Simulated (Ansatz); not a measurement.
A nudged elastic band was laid between two geometries of Cl$_{2}$GaH$_{4}$NO (9 atoms, charge 0, multiplicity 1).

These are results of RHF/def2-SVP (Ansatz 0.2.0), not measurements.

| Item | Value |
| --- | --- |
| movable images | 7 |
| climbing image | yes |
| spring | 5.0 eV/Å² |
| optimiser | quadratic models (default) |
| start path | through a guess of the saddle point |
| force threshold | 0.05 eV/Å |
| iteration limit | 60 |
| end points | relaxed |

Image 0:

```xyz
9
Properties=species:S:1:pos:R:3
Ga -0.054 0.108 0.372
N 0.035 -0.252 2.171
H -0.642 -0.880 2.563
H 0.931 -0.441 2.579
Cl 1.766 0.279 -0.792
Cl -1.848 -0.504 -0.710
O -0.615 2.122 0.617
H -1.342 2.466 0.113
H -0.766 2.285 1.542
```

Image 8:

```xyz
9
Properties=species:S:1:pos:R:3
Ga -0.296 0.540 0.104
N -0.091 0.126 2.128
H -0.718 -0.604 2.431
H 0.851 -0.141 2.370
Cl 1.722 0.213 -0.657
Cl -1.777 -0.926 -0.542
O -0.837 2.221 0.362
H -1.068 2.777 -0.364
H -0.323 0.975 2.622
```

Which bonds break or form, and what moves?

Bonds broken: O7–H9. Bonds formed: N2–H9.

What energy profile does the band end with?

The forces met the threshold. The highest image is number 3 of 0 to 8, 0.60 eV above the first end and 1.37 eV above the last; the last end lies 0.77 eV below the first. A vibrational analysis at the climbing image gives one clearly imaginary mode, 1640i cm⁻¹: a first-order saddle point. The orbitals stay closed-shell, which can raise the energy where a bond breaks towards radicals; this wasn't checked here.

| image | path coordinate (Å) | energy (eV) | O7–H9 (Å) | N2–H9 (Å) |
| --- | --- | --- | --- | --- |
| 0 | 0.00 | 0.00 | 0.95 | 2.73 |
| 1 | 0.48 | 0.03 | 0.95 | 2.31 |
| 2 | 0.96 | 0.17 | 0.97 | 1.87 |
| 3 | 1.44 | 0.60 | 1.17 | 1.35 |
| 4 | 1.81 | -0.07 | 1.57 | 1.07 |
| 5 | 2.17 | -0.51 | 1.95 | 1.01 |
| 6 | 2.54 | -0.68 | 2.23 | 1.01 |
| 7 | 2.90 | -0.75 | 2.47 | 1.01 |
| 8 | 3.26 | -0.77 | 2.63 | 1.01 |

What is the geometry of the highest image?


```xyz
9
Properties=species:S:1:pos:R:3
Ga -0.094 0.237 0.096
N -0.106 0.091 2.043
H -0.788 -0.519 2.462
H 0.767 -0.030 2.530
Cl 1.828 0.185 -0.879
Cl -1.787 -0.691 -0.883
O -0.565 2.003 0.771
H -1.306 2.558 0.575
H -0.485 1.349 1.739
```

What are the harmonic wavenumbers there?

1640i, 130, 135, 148, 169, 369, 393, 443, 454, 462, 539, 770, 801, 834, 871, 1591, 1676, 2040, 3740, 3827, 4192 cm⁻¹.

The band took 11 iterations and about 5 core-minutes.

The run took 2.6 min on 2 threads of Arm Neoverse V1, with other jobs on the host, peak memory 0.27 GiB.
